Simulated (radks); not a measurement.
Spherical quantum dot in the effective-mass picture: electrons in a parabolic well V = omega^2 r^2 / 2 with omega = 1.59, all in effective atomic units (hartree* = m*/eps^2 hartree, bohr* = eps/m* bohr), one dielectric constant everywhere. Calculated with a radial shooting solver with Libxc functionals: non-relativistic Kohn-Sham, LDA (Slater exchange, Perdew-Wang correlation), spin-polarised, spherical densities. Levels are named by radial order and angular momentum (1s, 1p, 1d, 2s, ...), and open shells are averaged over m.

N = 8, configuration 1s2 1p6. This is the lowest configuration that the search found. Occupied and some empty levels:

| level | occupation | eigenvalue (hartree*) | <r> (bohr*) |
|---|---|---|---|
| 1s | 2 | 7.7094 | 1.092 |
| 1p | 6 | 8.7894 | 1.389 |
| 1d | 0 | 9.9718 | 1.612 |
| 2s | 0 | 10.154 | 1.453 |
| 1f | 0 | 11.232 | 1.799 |

Energy (hartree*): total 47.6476, kinetic 10.568, external 19.503, Hartree 21.826, exchange-correlation -4.2496. Static polarisability (adiabatic kernel): 3.164 bohr*^3, against N/omega^2 = 3.164 from the generalised Kohn theorem.

Electron density:

| r (bohr*) | n(r) (e/bohr*^3) |
|---|---|
| 0.0556 | 0.3606 |
| 0.195 | 0.3795 |
| 0.335 | 0.4139 |
| 0.474 | 0.4535 |
| 0.614 | 0.4859 |
| 0.753 | 0.5003 |
| 0.893 | 0.4897 |
| 1.03 | 0.4528 |
| 1.17 | 0.3943 |
| 1.31 | 0.3218 |
| 1.45 | 0.2464 |
| 1.59 | 0.1758 |
| 1.73 | 0.1170 |
| 1.87 | 0.07280 |
| 2.01 | 0.04202 |
| 2.15 | 0.02268 |
| 2.29 | 0.01134 |
| 2.43 | 0.005277 |
| 2.57 | 0.002303 |
| 2.71 | 0.0009302 |
